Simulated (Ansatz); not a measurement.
Cartesian coordinates (Å):
```xyz
6

N     -1.0487    -0.0349    -0.0376
In     0.9614     0.0312     0.0349
H     -1.6441     0.7774    -0.0682
H     -1.5916    -0.8836    -0.0497
H      1.6095     1.6115     0.0419
H      1.7134    -1.5017     0.0788
```
Charge +1, spin multiplicity 2.

Method: frozen-core CCSD(T)/def2-TZVPP // r2SCAN-D4/def2-TZVP (Ansatz, a quantum-chemistry and plane-wave program). The geometry is that of the parent before the electron was removed.

* **HF energy**: -245.71696 Ha
* **MP2 correlation energy**: -0.45652 Ha

Problem. Estimate the CCSD correlation energy, the (T) correction, the total energy and the T1 diagnostic.

Solution. 
```yaml
CCSD correlation energy: -0.47952 Ha
"(T) correction": -0.01239 Ha
CCSD(T) total energy: -246.20887 Ha
T1 diagnostic: 0.013
```
